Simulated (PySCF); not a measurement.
(3S)-3-fluorobut-1-ene (C4H7F), SMILES C=C[C@H](C)F. The structure is a stationary point at PBE0-D3(BJ)/def2-SVP. One conformer was computed; it need not be the lowest.

Computed equilibrium geometry at PBE0-D3(BJ)/def2-SVP (PySCF confirms it by a frequency run) as a Z-matrix (one conformer of several):
```
C
F 1 1.3787
H 1 1.1077 2 106.96
C 1 1.4974 3 108.72 2 118.94
C 4 1.3313 1 124.17 3 -119.37
H 5 1.0925 4 121.35 1 -179.56
H 5 1.0928 6 118.05 4 179.78
H 4 1.0964 5 120.67 6 0.06
C 1 1.5155 3 109.35 2 -117.56
H 9 1.0994 1 110.30 3 58.78
H 9 1.1000 10 108.86 1 -120.63
H 9 1.1000 10 108.51 11 -117.87
```
